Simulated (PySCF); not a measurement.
# Low-lying terms of Cd²⁺ (cadmium, charge +2)

Ground state [Kr] 4d10, ¹S. Computed with PySCF 2.14 in x2c-SVPall with two added diffuse shells each of s, p, d type (8s8p7d1f, 74 functions), with scalar relativity by spin-free X2C-1e. Vertical excitation energies in eV without spin-orbit coupling; excited terms of each kind are numbered among those the solver found. Frozen: [Kr].

```tsv
term	leading excitation	EOM-EE-CCSD
1 3D	4d → s	10.979
1 1D	4d → s	11.489
1 3P°	4d → p	17.207
1 3F°	4d → p	17.601
1 1F°	4d → p	17.837
1 1D°	4d → p	18.215
1 3D°	4d → p	18.241
1 1P°	4d → p	18.379
2 3D	4d → s	25.760
2 1D	4d → s	25.830
```

The spin-orbit splitting of the hole, absent here, rivals or exceeds the spacing of these terms, so the LS terms are model states.

The solver can miss terms. Rydberg members are limited by the diffuse functions of the basis.
